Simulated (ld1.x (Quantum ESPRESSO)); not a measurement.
antimony: excitation energies, all-electron against TM semilocal

Sb, norm-conserving Troullier–Martins (semilocal form), made with ld1.x (Quantum ESPRESSO) 7.5 (PBE, scalar-relativistic). Core [Kr], reference 4d10 5s2 5p3. Waves: 5s (bound): rc 1.75 bohr; 4d (bound): rc 1.05 bohr; 5p (bound): rc 1.85 bohr. Local part: the p channel. Core correction: Bessel-smoothed model core inside 0.60 bohr.

Energies are relative to the spin-unpolarised reference configuration 4d10 5s2 5p3; without spin polarisation the order of configurations can differ from experiment.

```
valence configuration  charge  ΔE all-electron (eV)  error AE − PS (meV)
         4d10 5s2 5p2      +1                 8.317                 -0.2
         4d10 5s2 5p0      +3                48.698                 -9.9
       4d10 5s2 5p2.5    +0.5                 3.262                 -0.3
         4d10 5s1 5p4       0                 8.112                 -1.3
         4d10 5s1 5p3      +1                17.049                 +2.5
```

(1) What are ΔE and the potential's error for 4d10 5s0 5p5?

(2) What are ΔE and the potential's error for 4d10 5s2 5p1?

Levels in the configuration 4d10 5s2 5p1:

| level | all-electron (eV) | pseudo (eV) |
| --- | --- | --- |
| 4d | -51.858 | -51.726 |
| 5s | -29.416 | -29.404 |
| 5p | -20.081 | -20.078 |

Answers

(1) ΔE = 16.431 eV all-electron; the error (AE − PS) is -3.1 meV.

(2) ΔE = 24.285 eV all-electron; the error (AE − PS) is +0.2 meV.
